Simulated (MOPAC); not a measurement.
Job for MOPAC: AM1 on CH (SMILES [CH]), 2S+1 = 4, a spin state set in the input, which need not be the lowest.

```
AM1 1SCF PRECISE CHARGE=0 UHF MS=1.5 THREADS=1
CH

C     -0.00000000 1    -0.00000000 1    -0.15625742 1
H      0.00000000 1     0.00000000 1     0.93754450 1
```

Program output:

```
*******************************************************************************
 **                                                                           **
 **                              MOPAC v23.2.5                                **
 **                                                                           **
 *******************************************************************************
 ** MOPAC's Digital Object Identifier: https://doi.org/10.5281/zenodo.6511958 **
 **                                                                           **
 ** Please cite the open-source release paper for use of this MOPAC version:  **
 ** J. E. Moussa and J. J. P. Stewart (2026)                                  **
 ** MOPAC: An open-source semiempirical molecular orbital program             **
 ** J. Open Source Softw., 11(119), 8025, https://doi.org/10.21105/joss.08025 **
 *******************************************************************************

                              AM1 CALCULATION RESULTS

 *******************************************************************************
 *  AM1        - The AM1 Hamiltonian to be used
 *  UHF        - UNRESTRICTED HARTREE-FOCK CALCULATION
 *
 *
 *
 *                 CHARGE ON SYSTEM = 0
 *
 *
 *
 *  MS=        - IN MECI, MAGNETIC COMPONENT OF SPIN =  1.5
 *  PRECISE    - TIGHTER CRITERIA TO BE USED
 *  1SCF       - DO 1 SCF AND THEN STOP
 *  THREADS=1  - MULTI-THREADING NOT USED
 *  T=         - A TIME OF 172800.0 SECONDS REQUESTED
 *  DUMP=N     - RESTART FILE WRITTEN EVERY 7200.0 SECONDS REQUESTED
 *******************************************************************************
AM1 1SCF PRECISE CHARGE=0 UHF MS=1.5 THREADS=1
 CH

   ATOM   CHEMICAL          X               Y               Z
  NUMBER   SYMBOL      (ANGSTROMS)     (ANGSTROMS)     (ANGSTROMS)

     1       C         -0.00000000  *  -0.00000000  *  -0.15625742  *
     2       H          0.00000000  *   0.00000000  *   0.93754450  *



          CARTESIAN COORDINATES

    NO.       ATOM           X           Y           Z

     1         C         -0.0000     -0.0000     -0.1563
     2         H          0.0000      0.0000      0.9375

  H: (AM1): M.J.S. DEWAR ET AL, J. AM. CHEM. SOC. 107 3902-3909 (1985)
  C: (AM1): M.J.S. DEWAR ET AL, J. AM. CHEM. SOC. 107 3902-3909 (1985)

           Empirical Formula: C H  =     2 atoms



      MOLECULAR POINT GROUP   :   C*v


          UHF CALCULATION, NO. OF ALPHA ELECTRONS =    4
                           NO. OF BETA  ELECTRONS =    1

 -------------------------------------------------------------------------------
 AM1 1SCF PRECISE CHARGE=0 UHF MS=1.5 THREADS=1
 CH



     1SCF WAS SPECIFIED, SO BFGS WAS NOT USED
     SCF FIELD WAS ACHIEVED


                              AM1 CALCULATION
                                                       MOPAC v23.2.5 Linux




          FINAL HEAT OF FORMATION =        143.54122 KCAL/MOL =     600.57647 KJ/MOL


          COSMO AREA              =         51.33 SQUARE ANGSTROMS
          COSMO VOLUME            =         34.38 CUBIC ANGSTROMS

          IONIZATION POTENTIAL    =         10.551542 EV
          ALPHA SOMO LUMO (EV)    =        -10.552  3.607
          BETA  SOMO LUMO (EV)    =        -20.182 -0.350
          NO. OF ALPHA ELECTRONS  =          4
          NO. OF BETA  ELECTRONS  =          1
          MOLECULAR WEIGHT        =         13.0189         POINT GROUP:  C*v

          MOLECULAR DIMENSIONS (Angstroms)

            Atom       Atom       Distance
            H     2    C     1     1.09380
            H     2    C     1     0.00000
            C     1    H     2     0.00000


          SCF CALCULATIONS        =          1





   ATOM   CHEMICAL          X               Y               Z
  NUMBER   SYMBOL      (ANGSTROMS)     (ANGSTROMS)     (ANGSTROMS)

     1       C         -0.00000000  *  -0.00000000  *  -0.15625742  *
     2       H          0.00000000  *   0.00000000  *   0.93754450  *

                             CARTESIAN COORDINATES

   1    C       -0.000000000    -0.000000000    -0.156257420
   2    H        0.000000000     0.000000000     0.937544500


           Empirical Formula: C H  =     2 atoms



      MOLECULAR POINT GROUP   :   C*v


          ALPHA EIGENVALUES
 -25.57570 -13.31224 -10.55154 -10.55154   3.60748


           BETA EIGENVALUES
 -20.18155  -0.34979   2.27234   2.27234   5.15163


              NET ATOMIC CHARGES AND DIPOLE CONTRIBUTIONS

  ATOM NO.   TYPE          CHARGE      No. of ELECS.   s-Pop       p-Pop
    1          C          -0.239640        4.2396     1.51812     2.72152
    2          H           0.239640        0.7604     0.76036
 DIPOLE           X         Y         Z       TOTAL
 POINT-CHG.     0.000     0.000     1.259     1.259
 HYBRID        -0.000     0.000    -0.165     0.165
 SUM           -0.000     0.000     1.094     1.094


          ATOMIC ORBITAL ELECTRON POPULATIONS

     Atom    s        px        py        pz
    1  C   1.51812   1.00000   1.00000   0.72152
    2  H   0.76036


                    (SZ)    =    1.500000
                    (S**2)  =    3.751982


          ATOMIC ORBITAL SPIN POPULATIONS

    Atom   Total    s     px     py     pz
         Atomic
    1  C  2.8904  0.316  1.000  1.000  0.574
    2  H  0.1096  0.110

 **********************
 *                    *
 * JOB ENDED NORMALLY *
 *                    *
 **********************




 == MOPAC DONE ==
```

The run finished.

Cost: roughly 0.04 core-seconds.
